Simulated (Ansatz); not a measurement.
Ansatz (an electronic-structure program) job for ClH6SbSi2, SMILES [Cl][Sb]([SiH3])[SiH3], PBE-D3(BJ)/def2-SVP. 

Ansatz 0.2 input:
```yaml
crystal:
  periodic: [false, false, false]
  atoms:
    - {symbol: Sb, position_ang: [-0.73645798, 0.12028658, 0.00000000]}
    - {symbol: Cl, position_ang: [0.88766027, 1.93492898, 0.00000001]}
    - {symbol: Si, position_ang: [0.61756049, -1.10740628, 1.85737756]}
    - {symbol: H, position_ang: [0.49325299, -0.32246659, 3.11753390]}
    - {symbol: H, position_ang: [0.04662555, -2.47198009, 2.06847128]}
    - {symbol: H, position_ang: [2.04884076, -1.21606973, 1.46271871]}
    - {symbol: Si, position_ang: [0.61756049, -1.10740625, -1.85737758]}
    - {symbol: H, position_ang: [0.49325299, -0.32246654, -3.11753390]}
    - {symbol: H, position_ang: [2.04884077, -1.21606971, -1.46271873]}
    - {symbol: H, position_ang: [0.04662556, -2.47198006, -2.06847131]}
basis:
  gaussian:
    orbitals: def2-SVP
hamiltonian:
  xc: pbe
  dispersion: d3bj
relax: {f_tol: 0.002, max_steps: 200}
```

Output:

```
WARN ansatz: RAYON_NUM_THREADS=1 ignored (pool sized by the plan → 1); use --threads N
Functional definition: PBE
integrals: 0.06 GiB planned
1251 factors; their error is unknown
mean field: 0.31 GiB planned
mean field evaluation 1: about -34889.7923 eV, gradient 2.1e1 eV
mean field evaluation 2: about -34887.6347 eV, gradient 3.3e1 eV
mean field evaluation 4: about -34891.5762 eV, gradient 2.4e0 eV
mean field evaluation 8: about -34891.5986 eV, gradient 3.4e-2 eV
mean field evaluation 16: about -34891.5185 eV, gradient 1.5e-5 eV
mean field -34891.51845351 eV, -1282.2396528459 hartree, gradient 1.5e-5 eV, S^2 0.000000; 0 other end points of the search recorded, 0 dependent functions left out
the calculation of the forces begins
reference -34891.51849200 eV, -1282.2396542605 hartree; 37, 37 occupied and 73, 73 virtual orbitals, 1251 factors
relax step   1: F+E_penalty+E_count = -34891.83441450 eV  Δ(F+E_penalty+E_count) = +0.000e0 eV  max|allowed force component| = 2.386e-1 eV/Å  Δτ_max = 0.0000 Å  (27 SCF iters, accepted)
these checks for a lower state are left out or cut short: starts, cluster_reference, orbital_swaps, neighbouring_geometries, increment
integrals: 0.06 GiB planned
1251 factors; their error is unknown
mean field: 0.31 GiB planned
mean field -34891.52378069 eV, -1282.2398486159 hartree, gradient 8.3e-6 eV, S^2 0.000000; 0 other end points of the search recorded, 0 dependent functions left out
the calculation of the forces begins
reference -34891.52381925 eV, -1282.2398500332 hartree; 37, 37 occupied and 73, 73 virtual orbitals, 1251 factors
relax step   2: F+E_penalty+E_count = -34891.84070360 eV  Δ(F+E_penalty+E_count) = -6.289e-3 eV  max|allowed force component| = 9.657e-2 eV/Å  Δτ_max = 0.0354 Å  (29 SCF iters, accepted)
these checks for a lower state are left out or cut short: starts, cluster_reference, orbital_swaps, neighbouring_geometries, increment
integrals: 0.06 GiB planned
1251 factors; their error is unknown
mean field: 0.31 GiB planned
mean field evaluation 32: about -34891.5287 eV, gradient 8.6e-6 eV
mean field -34891.52871376 eV, -1282.2400299029 hartree, gradient 8.6e-6 eV, S^2 0.000000; 0 other end points of the search recorded, 0 dependent functions left out
the calculation of the forces begins
reference -34891.52875233 eV, -1282.2400313205 hartree; 37, 37 occupied and 73, 73 virtual orbitals, 1251 factors
relax step   3: F+E_penalty+E_count = -34891.84465510 eV  Δ(F+E_penalty+E_count) = -3.951e-3 eV  max|allowed force component| = 1.369e-2 eV/Å  Δτ_max = 0.0291 Å  (30 SCF iters, accepted)
these checks for a lower state are left out or cut short: starts, cluster_reference, orbital_swaps, neighbouring_geometries, increment
integrals: 0.06 GiB planned
1251 factors; their error is unknown
mean field: 0.31 GiB planned
mean field -34891.52866010 eV, -1282.2400279311 hartree, gradient 7.4e-5 eV, S^2 0.000000; 0 other end points of the search recorded, 0 dependent functions left out
the calculation of the forces begins
reference -34891.52869867 eV, -1282.2400293485 hartree; 37, 37 occupied and 73, 73 virtual orbitals, 1251 factors
relax step   4: F+E_penalty+E_count = -34891.84468029 eV  Δ(F+E_penalty+E_count) = -2.520e-5 eV  max|allowed force component| = 7.234e-3 eV/Å  Δτ_max = 0.0019 Å  (21 SCF iters, accepted)
these checks for a lower state are left out or cut short: starts, cluster_reference, orbital_swaps, neighbouring_geometries, increment
integrals: 0.06 GiB planned
1251 factors; their error is unknown
mean field: 0.31 GiB planned
mean field -34891.52869458 eV, -1282.2400291981 hartree, gradient 3.2e-5 eV, S^2 0.000000; 0 other end points of the search recorded, 0 dependent functions left out
the calculation of the forces begins
reference -34891.52873315 eV, -1282.2400306156 hartree; 37, 37 occupied and 73, 73 virtual orbitals, 1251 factors
relax step   5: F+E_penalty+E_count = -34891.84468800 eV  Δ(F+E_penalty+E_count) = -7.709e-6 eV  max|allowed force component| = 1.668e-3 eV/Å  Δτ_max = 0.0007 Å  (20 SCF iters, accepted)
integrals: 0.06 GiB planned
1251 factors; their error is unknown
mean field: 0.31 GiB planned
mean field -34891.52869458 eV, -1282.2400291981 hartree, gradient 3.2e-5 eV, S^2 0.000000; 1 other end points of the search recorded, 0 dependent functions left out
the calculation of the forces begins
reference -34891.52873315 eV, -1282.2400306156 hartree; 37, 37 occupied and 73, 73 virtual orbitals, 1251 factors
Total energy: -34891.84472657 eV, -1282.2516431598 hartree
Atom 0 at    -0.746346     0.133923     0.000000 Å, force    -0.000908     0.001668     0.000000 eV/Å
Atom 1 at     0.882968     1.941874     0.000000 Å, force     0.000026    -0.000442     0.000000 eV/Å
Atom 2 at     0.615797    -1.106329     1.845556 Å, force    -0.000222     0.000652     0.001526 eV/Å
Atom 3 at     0.495987    -0.320891     3.122031 Å, force     0.000513    -0.001250    -0.000036 eV/Å
Atom 4 at     0.040877    -2.483152     2.061983 Å, force     0.000736    -0.000000    -0.001040 eV/Å
Atom 5 at     2.060909    -1.217841     1.449201 Å, force    -0.000586    -0.000015    -0.000426 eV/Å
Atom 6 at     0.615797    -1.106329    -1.845556 Å, force    -0.000222     0.000652    -0.001526 eV/Å
Atom 7 at     0.495987    -0.320891    -3.122031 Å, force     0.000513    -0.001250     0.000036 eV/Å
Atom 8 at     2.060909    -1.217841    -1.449201 Å, force    -0.000586    -0.000015     0.000426 eV/Å
Atom 9 at     0.040877    -2.483152    -2.061983 Å, force     0.000736    -0.000000     0.001040 eV/Å
Dipole moment:    -0.273331    -0.364933     0.000000 e Å
```

The calculation finished and met its thresholds.

Cost: roughly 13 core-seconds.
